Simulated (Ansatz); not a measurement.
`[F][AlH][SiH2]Cl` + HCl → `Cl[SiH2]Cl` + `[F][AlH2]`  (cleavage of the Si–Al bond)

Computed with Ansatz on PBE0-D4/def2-TZVP structures; ΔE is electronic, products minus reactants. CBS: MP2 limit from def2 TZ/QZ plus the TZ coupled-cluster correction, frozen cores. This one scheme is used for every species. DFT in def2-TZVPP. B3LYP here is the variant with VWN-RPA as its local correlation; programs differ in this. HSE06 is defined as in plane-wave codes. One conformer a species, not always the lowest.

`[F][AlH][SiH2]Cl`:

```xyz
7

F     0.112   -1.771    1.966
Al    0.180   -1.366    0.366
Si   -0.141    1.011   -0.157
Cl   -0.021    1.230   -2.215
H     0.441   -2.527   -0.671
H    -1.469    1.532    0.267
H     0.898    1.890    0.444
```

HCl:

```xyz
2

Cl   -0.213   -0.122   -0.590
H     0.213    0.122    0.590
```

`Cl[SiH2]Cl`:

```xyz
5

Cl    1.663    0.969    0.388
Si   -0.125    0.047    0.045
Cl    0.160   -1.652   -1.048
H    -0.983    0.963   -0.729
H    -0.715   -0.327    1.345
```

`[F][AlH2]`:

```xyz
4

F     0.505    0.211    1.498
Al   -0.017   -0.008   -0.052
H    -1.279   -0.929   -0.257
H     0.791    0.725   -1.189
```

```json
{"level": "PBE-D4", "ΔE (eV)": "-0.85"}
{"level": "revPBE-D4", "ΔE (eV)": "-0.87"}
{"level": "PBE0-D4", "ΔE (eV)": "-0.90"}
{"level": "HSE06-D4", "ΔE (eV)": "-0.90"}
{"level": "B3LYP", "ΔE (eV)": "-0.99"}
{"level": "HF/def2-SVP", "ΔE (eV)": "-1.08"}
{"level": "SCS-MP2/def2-QZVPP", "ΔE (eV)": "-1.11"}
{"level": "MP2/CBS(def2)", "ΔE (eV)": "-1.13"}
```

(1) What does CCSD(T)/CBS give? (Best estimate.)

Largest T1 diagnostic among the species: 0.012.

Results:

(1) Computed: -1.00 eV. The listed levels differ from it by 0.15, 0.13, 0.10, 0.10, 0.01, -0.08, -0.11, -0.13 eV.

At CCSD(T), def2-SVP lies +0.05 eV from the extrapolated value and def2-TZVPP +0.03 eV. In def2-TZVPP, CCSD(T) changes the Hartree–Fock value by +0.16 eV (the triples alone add +0.01 eV) and MP2 by +0.03 eV.
